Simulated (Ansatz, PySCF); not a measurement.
PySCF was given this input:
```python
from pyscf import gto, scf, dft

mol = gto.M(
    atom='''
C    -2.428949   -0.349516    0.105120
Sn   -0.112564   -0.016198    0.004872
Cl    0.696933   -1.410273   -1.669274
Cl    0.224163    2.228412   -0.494969
Cl    0.740126   -0.579096    2.092349
H    -2.522982   -1.394042    0.382094
H    -2.753346    0.352361    0.865862
H    -2.762509   -0.115074   -0.900050
''',
    basis='sto-3g',
    charge=1,
    spin=1,
    verbose=4,
)

mf = dft.UKS(mol)
mf.xc = 'revpbe'
mf.grids.atom_grid = (99, 590)
mf.grids.prune = None
mf.kernel()
```

Q: Give the equivalent Ansatz (an electronic-structure program) input.

A: Several could match; the one computed here: 
Ansatz 0.2 input:
```yaml
crystal:
  periodic: [false, false, false]
  atoms:
    - {symbol: C, position_ang: [-2.42894918, -0.34951557, 0.10512035]}
    - {symbol: Sn, position_ang: [-0.11256443, -0.01619755, 0.00487158]}
    - {symbol: Cl, position_ang: [0.69693254, -1.41027332, -1.66927410]}
    - {symbol: Cl, position_ang: [0.22416278, 2.22841157, -0.49496942]}
    - {symbol: Cl, position_ang: [0.74012552, -0.57909556, 2.09234901]}
    - {symbol: H, position_ang: [-2.52298231, -1.39404234, 0.38209361]}
    - {symbol: H, position_ang: [-2.75334588, 0.35236142, 0.86586213]}
    - {symbol: H, position_ang: [-2.76250924, -0.11507398, -0.90004999]}
basis:
  gaussian:
    orbitals: STO-3G
hamiltonian:
  xc: revpbe
total_charge: 1
magnetization: {spin_polarized: true, initial_magnetization: 1}
accuracy: high
```

Both were run: PySCF gave -7369.612226 Eh and Ansatz -7369.612224 Eh, 0.003 mEh apart.
